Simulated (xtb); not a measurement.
xtb input (GFN2-xTB):

```bash
xtb mol.xyz --gfn 2 --ohess tight --chrg 1 --uhf 0
```
mol.xyz:
```
14

C     -2.00242972    -0.09989232    -0.07095819
C     -0.60423570     0.41984522    -0.18457398
C      0.42355039    -0.59894913     0.25956918
C      1.87300298    -0.07315843     0.16654803
O      2.14067789     1.04443563    -0.17700893
H     -2.16401717    -1.03611639    -0.66460492
H     -2.73732856     0.59310503    -0.38102523
H     -2.28599281    -0.39164012     0.95146370
H     -0.57812979     1.28964152     0.46008339
H     -0.44968931     0.76485573    -1.18551925
H      0.23635957    -0.85946033     1.33724369
H      0.41504995    -1.47945873    -0.40025954
H      2.65876317    -0.79827153     0.47905655
H      3.10131960     1.25160728    -0.46747085
```

Output:

```
           -------------------------------------------------
          |                Calculation Setup                |
           -------------------------------------------------

           -------------------------------------------------
          |                 G F N 2 - x T B                 |
           -------------------------------------------------

        Reference                      10.1021/acs.jctc.8b01176
      * Hamiltonian:
        H0-scaling (s, p, d)           1.850000    2.230000    2.230000
        zeta-weighting                 0.500000
      * Dispersion:
        s8                             2.700000
        a1                             0.520000
        a2                             5.000000
        s9                             5.000000
      * Repulsion:
        kExp                           1.500000    1.000000
        rExp                           1.000000
      * Coulomb:
        alpha                          2.000000
        third order                    shell-resolved
        anisotropic                    true
        a3                             3.000000
        a5                             4.000000
        cn-shift                       1.200000
        cn-exp                         4.000000
        max-rad                        5.000000

          ...................................................
          :                      SETUP                      :
          :.................................................:
          :  # basis functions                  29          :
          :  # atomic orbitals                  29          :
          :  # shells                           19          :
          :  # electrons                        30          :
          :  max. iterations                   250          :
          :  Hamiltonian                  GFN2-xTB          :
          :  restarted?                      false          :
          :  GBSA solvation                  false          :
          :  PC potential                    false          :
          :  electronic temp.          300.0000000     K    :
          :  accuracy                    1.0000000          :
          :  -> integral cutoff          0.2500000E+02      :
          :  -> integral neglect         0.1000000E-07      :
          :  -> SCF convergence          0.1000000E-05 Eh   :
          :  -> wf. convergence          0.1000000E-03 e    :
          :  Broyden damping             0.4000000          :
          :  net charge                          1          :
          :  unpaired electrons                  0          :
          ...................................................

 iter      E             dE          RMSdq      gap      omega  full diag
   1    -16.8828906 -0.168829E+02  0.408E+00    5.15       0.0  T
   2    -16.9334034 -0.505128E-01  0.240E+00    2.32       1.0  T
   3    -16.9371573 -0.375390E-02  0.133E+00    1.77       1.0  T
   4    -16.9392968 -0.213956E-02  0.368E-01    0.95       1.0  T
   5    -16.9398724 -0.575556E-03  0.218E-01    1.39       1.0  T
   6    -16.9403459 -0.473508E-03  0.599E-02    1.21       1.0  T
[...]
   Z      Z             #   av. dist./Å        max./Å        min./Å
   1 H    6 C           8     1.0927529     1.1033714     1.0853144
   6 C    6 C           3     1.4965708     1.5256921     1.4404207
   1 H    8 O           1     0.9785059     0.9785059     0.9785059
   6 C    8 O           1     1.2604397     1.2604397     1.2604397

           -------------------------------------------------
          |               Frequency Printout                |
           -------------------------------------------------
 projected vibrational frequencies (cm⁻¹)
eigval :       -0.00    -0.00     0.00     0.00     0.00     0.00
eigval :       69.08   167.05   176.36   238.45   340.21   557.58
eigval :      628.21   728.08   843.62   895.33   913.07  1003.70
eigval :     1018.76  1078.07  1091.83  1148.35  1149.18  1235.74
eigval :     1255.18  1278.62  1324.34  1346.80  1425.68  1459.32
eigval :     1487.37  1495.00  1520.25  2823.87  2881.32  2943.00
eigval :     2996.24  3008.13  3055.22  3055.37  3078.90  3292.87
 reduced masses (amu)
   1: 11.08   2: 10.22   3: 10.33   4: 10.13   5:  9.67   6: 12.68   7:  7.82   8:  5.60
   9: 11.05  10:  2.08  11:  9.61  12:  2.54  13: 10.48  14:  3.09  15:  3.07  16:  2.93
  17:  7.13  18:  4.27  19:  4.96  20:  7.89  21:  5.04  22:  4.72  23:  5.37  24:  2.43
Molecule has the following symmetry elements: (sigma)
It seems to be the Cs point group
  25:  3.55  26:  4.56  27:  4.34  28:  7.02  29:  3.05  30:  2.21  31:  1.57  32:  1.50
  33: 11.55  34:  1.88  35:  1.57  36:  1.82  37:  1.98  38:  1.50  39:  1.67  40:  1.86
  41:  1.66  42:  1.86
 IR intensities (km·mol⁻¹)
   1: 15.58   2:  3.02   3: 10.66   4:  7.98   5: 15.40   6:  6.51   7:  1.04   8:  0.07
   9:  2.47  10:  3.86  11:  2.63  12:209.34  13: 19.25  14:  6.71  15: 23.07  16: 37.56
  17: 13.82  18:  1.21  19: 74.07  20: 50.28  21: 57.55  22:  7.38  23: 76.12  24:  1.64
  25:180.27  26:101.71  27: 18.30  28: 35.20  29: 14.18  30: 14.68  31:  9.00  32: 13.89
  33:344.89  34: 33.12  35: 33.80  36:  3.94  37:  4.10  38:  6.53  39: 17.37  40: 19.96
  41:  3.79  42:295.14
 Raman intensities (Ä⁴*amu⁻¹)
   1:  0.00   2:  0.00   3:  0.00   4:  0.00   5:  0.00   6:  0.00   7:  0.00   8:  0.00
   9:  0.00  10:  0.00  11:  0.00  12:  0.00  13:  0.00  14:  0.00  15:  0.00  16:  0.00
  17:  0.00  18:  0.00  19:  0.00  20:  0.00  21:  0.00  22:  0.00  23:  0.00  24:  0.00
  25:  0.00  26:  0.00  27:  0.00  28:  0.00  29:  0.00  30:  0.00  31:  0.00  32:  0.00
  33:  0.00  34:  0.00  35:  0.00  36:  0.00  37:  0.00  38:  0.00  39:  0.00  40:  0.00
  41:  0.00  42:  0.00
 output can be read by thermo (or use thermo option).
 writing <g98.out> molden fake output.
 recommended (thermochemical) frequency scaling factor: 1.0
           -------------------------------------------------
          |             Thermodynamic Functions             |
           -------------------------------------------------

cs  symmetry found (for desy threshold:  0.10E+00) used in thermo

          ...................................................
          :                      SETUP                      :
          :.................................................:
          :  # frequencies                          36      :
          :  # imaginary freq.                       0      :
          :  linear?                             false      :
          :  only rotor calc.                    false      :
          :  symmetry                               cs      :
          :  rotational number                       1      :
          :  scaling factor                  1.0000000      :
          :  rotor cutoff                   50.0000000 cm⁻¹ :
          :  imag. cutoff                  -20.0000000 cm⁻¹ :
          :.................................................:

    mode    ω/cm⁻¹     T·S(HO)/kcal·mol⁻¹    T·S(FR)/kcal·mol⁻¹   T·S(vib)
   ------------------------------------------------------------------------
       1     69.08    -1.24606 ( 78.47%)    -0.96030 ( 21.53%)    -1.18453
       2    167.05    -0.73596 ( 99.20%)    -0.69901 (  0.80%)    -0.73567
       3    176.36    -0.70560 ( 99.36%)    -0.68295 (  0.64%)    -0.70546
       4    238.45    -0.54097 ( 99.81%)    -0.59364 (  0.19%)    -0.54107
   ------------------------------------------------------------------------

   temp. (K)  partition function   enthalpy   heat capacity  entropy
                                   cal/mol     cal/K/mol   cal/K/mol   J/K/mol
 298.15  VIB   25.7                 2346.901     16.303     14.114
         ROT  0.952E+05              888.752      2.981     25.762
         INT  0.244E+07             3235.654     19.284     39.876
         TR   0.605E+27             1481.254      4.968     38.767
         TOT                        4716.9075    24.2518    78.6429   329.0418

       T/K    H(0)-H(T)+PV         H(T)/Eh          T*S/Eh         G(T)/Eh
   ------------------------------------------------------------------------
    298.15    0.751687E-02    0.128283E+00    0.373658E-01    0.909171E-01
   ------------------------------------------------------------------------

         :::::::::::::::::::::::::::::::::::::::::::::::::::::
         ::                  THERMODYNAMIC                  ::
         :::::::::::::::::::::::::::::::::::::::::::::::::::::
         :: total free energy         -16.644424523429 Eh   ::
         ::.................................................::
         :: total energy              -16.735341639314 Eh   ::
Note: The following floating-point exceptions are signalling: IEEE_UNDERFLOW_FLAG IEEE_DENORMAL
normal termination of xtb
         :: zero point energy           0.120766012884 Eh   ::
         :: G(RRHO) w/o ZPVE           -0.029848896999 Eh   ::
         :: G(RRHO) contrib.            0.090917115885 Eh   ::
         :::::::::::::::::::::::::::::::::::::::::::::::::::::

optimized geometry written to: xtbopt.xyz

           -------------------------------------------------
          | TOTAL ENERGY              -16.735341639314 Eh   |
          | TOTAL ENTHALPY            -16.607058755834 Eh   |
          | TOTAL FREE ENERGY         -16.644424523429 Eh   |
          | GRADIENT NORM               0.000172066214 Eh/α |
          | HOMO-LUMO GAP               1.453815521621 eV   |
           -------------------------------------------------

------------------------------------------------------------------------
------------------------------------------------------------------------
 total:
 SCF:
 ANC optimizer:
 analytical hessian:
```

It need not be the lowest isomer of its formula.
